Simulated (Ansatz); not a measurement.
Relaxation of ClH5N2Si (9 atoms, charge 0, multiplicity 1), to a largest force component of 0.03 eV/Å in at most 50 steps.

Computed with RKS PBE-D4/def2-SVP (Ansatz 0.2.0).

```xyz
9
Properties=species:S:1:pos:R:3:forces:R:3
Si -0.784 0.156 0.619 -0.01 -0.01 -0.04
H 1.710 -0.028 1.535 0.35 -0.02 -0.42
N 2.226 -0.057 0.629 -0.38 0.02 0.40
H 1.846 -0.858 0.106 0.02 -0.01 0.03
H 1.938 0.782 0.108 0.04 0.02 0.02
N -0.855 1.414 -0.576 0.03 0.01 0.01
H -0.839 1.274 -1.591 0.00 -0.01 -0.02
H -0.930 2.402 -0.314 -0.02 0.00 0.01
Cl -0.708 -1.502 -0.753 -0.02 0.00 0.01
```

Where does it end, and by what steps?

The forces met the threshold. After 8 steps the energy has fallen by 0.014 eV; H2 moved furthest, 0.15 Å.

| step | energy less start (eV) | largest force component (eV/Å) | accepted |
| --- | --- | --- | --- |
| 0 | 0.0000 | 0.415 | yes |
| 1 | 0.0055 | 0.791 | no |
| 2 | -0.0060 | 0.481 | yes |
| 3 | 0.0036 | 0.451 | no |
| 4 | -0.0106 | 0.297 | yes |
| 5 | -0.0129 | 0.053 | yes |
| 6 | -0.0133 | 0.065 | yes |
| 7 | -0.0136 | 0.036 | yes |
| 8 | -0.0137 | 0.016 | yes |

```xyz
9
Properties=species:S:1:pos:R:3
Si -0.793 0.149 0.609
H 1.859 -0.044 1.571
N 2.194 -0.051 0.601
H 1.767 -0.849 0.116
H 1.868 0.807 0.143
N -0.835 1.411 -0.586
H -0.806 1.272 -1.602
H -0.938 2.395 -0.323
Cl -0.713 -1.509 -0.767
```

Time of the run: 24 s on 2 threads of Intel(R) Xeon(R) Platinum 8175M CPU @ 2.50GHz (Skylake/Cascade Lake), on a shared host, peak memory 0.14 GiB.
